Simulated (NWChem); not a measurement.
A series in which one site is exchanged, each optimised at PBE0/def2-SVP with NWChem, gas phase unless a solvent is named. All stand in one matching conformer (torsions within 35°), which need not be the lowest. This build's default masses of Se (78.918 u) and Br (79.917 u) are each other's, which moves their modes by up to 0.6 %. For some, no frequency run checked for a minimum. def2 effective core potentials on In; no spin-orbit coupling.

A: [F][Al]([F])[SeH] (AlHSeF₂; site = Al)
B: FB(F)[SeH] (BHSeF2; site = B)
C: [SeH][In]([F])[F] (InHSeF2; site = In)
D: [F][Ga]([F])[SeH] (GaHSeF2; site = Ga)

```
quantity                                               A  B     C     D
--------------------------------------------------  ----  -  ----  ----
dipole (D), PBE0/def2-SVP                           1.44  …  2.94  2.42
orbital gap (eV), PBE0/def2-SVP                     6.80  …  5.39  6.43
static polarisability, PBE/def2-SVPD (bohr³)        53.5  …  65.8  56.7
lowest singlet excitation, PBE/def2-SVPD, TDA (eV)  4.73  …  3.43  4.34
```

Question: Complete the blanks.

Answer: 
- dipole (D), PBE0/def2-SVP, B: 1.10
- orbital gap (eV), PBE0/def2-SVP, B: 7.90
- static polarisability, PBE/def2-SVPD (bohr³), B: 44.3
- lowest singlet excitation, PBE/def2-SVPD, TDA (eV), B: 5.74
